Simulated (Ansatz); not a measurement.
Geometry optimisation, DFT PBE-D3(BJ), scalar-relativistic, plane waves, PAW in Ansatz 0.2.0.

Input:

```yaml
accuracy: low
crystal:
  lattice:
    - [6.3, 0.0, 0.0]
    - [0.0, 6.3, 0.0]
    - [0.0, 0.0, 6.3]
  atoms:
    - { symbol: Mo, position: [0.0, 0.0, 0.0] }
    - { symbol: Mo, position: [0.5, 0.0, 0.0] }
    - { symbol: Mo, position: [0.0, 0.5, 0.0] }
    - { symbol: Mo, position: [0.0, 0.0, 0.5] }
    - { symbol: Mo, position: [0.25, 0.25, 0.25] }
    - { symbol: Mo, position: [0.5, 0.5, 0.0] }
    - { symbol: Mo, position: [0.5, 0.0, 0.5] }
    - { symbol: Mo, position: [0.75, 0.25, 0.25] }
    - { symbol: Mo, position: [0.0, 0.5, 0.5] }
    - { symbol: Mo, position: [0.25, 0.75, 0.25] }
    - { symbol: Mo, position: [0.25, 0.25, 0.75] }
    - { symbol: Mo, position: [0.5, 0.5, 0.5] }
    - { symbol: Mo, position: [0.75, 0.75, 0.25] }
    - { symbol: Mo, position: [0.75, 0.25, 0.75] }
    - { symbol: Mo, position: [0.25, 0.75, 0.75] }
    - { symbol: Mo, position: [0.75, 0.75, 0.75] }
    - { symbol: Li, position: [0.8810373, 0.0030314, 0.7468828] }
basis:
  ecutwfc: 420.0
kpoints:
  mp_grid: { grid: [2, 2, 2] }
hamiltonian:
  xc: pbe
  dispersion: d3bj
scf:
  occupations: { method: fermi_dirac, width: 0.05 }
  lower_state_search: "off"
relax:
  f_tol: 0.08
  max_steps: 25
  adjacent_minimum: "off"
```

Launched with:

```bash
$ ansatz run input.yaml --threads 2 --pin off --max-ram 5120MiB --backend cpu --events-out ev --progress --plain --runs-dir out
```

Where does it end, and by what steps?

The forces met the threshold. The threshold is loose, so the end isn't yet a minimum. The force dipped under the threshold on the way, but the program's further checks kept it going. Limits of this set-up: coarse k mesh, low accuracy level. After 7 steps the energy has fallen by 4.075 eV; Li17 moved furthest, 0.67 Å.

```csv
step,energy less start (eV),largest force component (eV/Å),accepted
0,0.0000,7.815,yes
1,-3.0499,3.390,yes
2,-3.6286,1.184,yes
3,-3.8969,0.560,yes
4,-3.9895,0.784,yes
5,-4.0352,0.591,yes
6,-4.0751,0.061,yes
7,-4.0751,0.061,yes
```

```xyz
17
Lattice="6.3000 0.0000 0.0000 0.0000 6.3000 0.0000 0.0000 0.0000 6.3000" Properties=species:S:1:pos:R:3
Mo -0.031 -0.016 0.357
Mo 3.112 0.000 -0.017
Mo -0.044 3.143 -0.017
Mo -0.032 -0.015 2.795
Mo 1.598 1.637 1.572
Mo 3.106 3.152 0.004
Mo 3.112 0.001 3.164
Mo 4.621 1.635 1.576
Mo -0.045 3.143 3.163
Mo 1.604 4.651 1.572
Mo 1.573 1.615 4.723
Mo 3.105 3.153 3.140
Mo 4.617 4.656 1.573
Mo 4.630 1.627 4.727
Mo 1.557 4.698 4.722
Mo 4.646 4.689 4.724
Li 6.222 0.049 4.726
```

Time of the run: 56 s on 2 threads of Arm Neoverse V2 (shared host), peak memory 0.8 GiB.
